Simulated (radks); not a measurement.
The numbers below are computed, except where a source is named.
Ionisation of neutral osmium, [Xe] 4f14 5d6 6s2, to [Xe] 4f14 5d6 6s1 as the strength of local exchange is varied. Level of theory: scalar-relativistic Kohn-Sham, Slater X-alpha exchange (alpha = 2/3 is LDA exchange), no correlation, spin-polarised, spherical densities, finite nucleus; open shells are filled with parallel spins first (spin-orbit coupling, left out, can overturn this in heavy ions); Fermi nuclear charge, rms radius 5.4126 fm (a radial shooting solver on a logarithmic mesh with Libxc functionals).

| alpha | E(Os) (hartree) | exchange (hartree) | IE (eV) | -e of the level emptied (eV) | <r> of it (bohr) |
|---|---|---|---|---|---|
| 0.658 | -17228.9368 | -316.2092 | 7.307 | 4.399 (6s) | 3.197 |
| 0.667 | -17233.2849 | -320.6212 | 7.351 | 4.445 (6s) | 3.192 |
| 0.788 | -17291.8574 | -380.1651 | 7.962 | 5.087 (6s) | 3.118 |
| 0.799 | -17297.1927 | -385.5990 | 8.019 | 5.148 (6s) | 3.112 |
| 0.806 | -17300.5889 | -389.0588 | 8.056 | 5.187 (6s) | 3.107 |
| 0.916 | -17354.0502 | -443.6115 | 8.648 | 5.819 (6s) | 3.041 |
| 0.965 | -17377.9213 | -468.0240 | 8.921 | 6.113 (6s) | 3.012 |
| 0.997 | -17393.5294 | -484.0039 | 9.102 | 6.309 (6s) | 2.993 |

NIST Atomic Spectra Database: 8.438 eV (measured). The Delta-SCF value meets it near alpha = 0.88. Open shells are spherical and high-spin; term and fine-structure splittings are not resolved. Spin-orbit splitting is averaged out at the scalar-relativistic level.
